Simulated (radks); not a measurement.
Values are calculated unless marked as measured or tabulated.
Excited configurations of neutral krypton: one electron is placed in a higher orbital outside [Ar] 3d10 4s2 4p5. The ground configuration is [Kr]. Code: a radial shooting solver on a logarithmic mesh with Libxc functionals. Model: scalar-relativistic Kohn-Sham, SCAN, spin-polarised, spherical densities, finite nucleus; open shells are filled with parallel spins first; meta-GGA in the generalised Kohn-Sham scheme; Fermi nuclear charge, rms radius 4.1884 fm. Excitation = E - E(ground); binding = E(ion) - E, where the ion is the core of charge +1; n* = 1/sqrt(2 binding) in atomic units, and the quantum defect is n - n*.

outer orbital  excitation (eV)  binding (eV)  quantum defect  eigenvalue (eV)  <r> (bohr)
4f                      13.538         0.886           0.081           -0.424       17.98
5p                      11.901         2.522           2.677           -1.433       7.443
5f                      13.821         0.603           0.250           -0.350       30.71
6d                      13.670         0.753           1.750           -0.446       26.18

The Delta-SCF ionisation energy is 14.424 eV (NIST Atomic Spectra Database: 14.000 eV, measured). Self-interaction in the functional shifts the binding energies and quantum defects, so they are the method's values and not measured ones. Open shells are spherical and high-spin; term and fine-structure splittings are not resolved.
